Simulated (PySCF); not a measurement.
## Radial density of Pb (lead, neutral)

UHF, [Xe] 4f14 5d10 6s2 6p1 7s1, high-spin 3P determinant (an excited configuration). Calculation: PySCF 2.14, in aug-cc-pVTZ-DK3 (9s8p6d3f, 84 functions); scalar relativity by spin-free X2C-1e.

```
r (bohr)  4πr²ρ (e/bohr)  4πr²(ρα − ρβ)
  0.0157           105.7         0.0029
  0.0265           108.9         0.0066
  0.0445           153.5         0.0051
  0.0749           127.0        -0.0052
   0.126           143.0         0.0104
   0.212           92.65        -0.0004
   0.356           97.95         0.0125
   0.599           39.18         0.0354
    1.01           21.61        -0.0240
    1.70           6.368         0.2061
    2.85           1.280         0.4002
    4.80          0.2938         0.2617
    8.07          0.1363         0.1362
    13.6       0.0006023         0.0006
```

Densities and radii are taken from the X2C orbitals without a picture-change correction, which distorts them close to the nucleus.

Spin-orbit coupling, absent here, splits the open shell strongly. The outer electron is Rydberg-like, and this basis confines it to a smaller radius and binds it less than a complete one would.

Q: Where is the radial spin density 4πr²(ρα − ρβ) most negative, and why is it negative at all?

A: Around r = 1.01 bohr, down to -0.0240 e/bohr: exchange with the open shell polarises the paired shells in an unrestricted calculation.
